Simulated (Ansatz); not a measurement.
Consider the formal exchange of groups at the Si–C bond: `[SiH3]C[SiH2]Cl` + `C=CF` → `C=C(F)[SiH2]Cl` + `C[SiH3]`.

Calculated with Ansatz (gas phase, PBE0-D4/def2-TZVP geometries, no zero-point term in ΔE). CBS: MP2 limit from def2 TZ/QZ plus the TZ coupled-cluster correction, frozen cores. This one scheme is used for every species. DFT in def2-TZVPP. Each species was taken in one conformer, which may not be the lowest.

```tsv
level	ΔE (kJ/mol)
PBE0-D4	15.4
CCSD/CBS(def2)	15.6
```

Problem. What does CCSD(T)/CBS give? (Estimate.)

Solution. The calculation gave: +15.2 kJ/mol. The listed levels differ from it by 0.2, 0.4 kJ/mol.

Largest T1 diagnostic among the species: 0.012.

From PBE to PBE0 (25 % exact exchange), in def2-TZVPP and without D4, ΔE moves by +3.4 kJ/mol.

CCSD(T)/CBS has its own doubt, a few kJ/mol and more with outer-core shells, so smaller differences from it don't rank the levels.
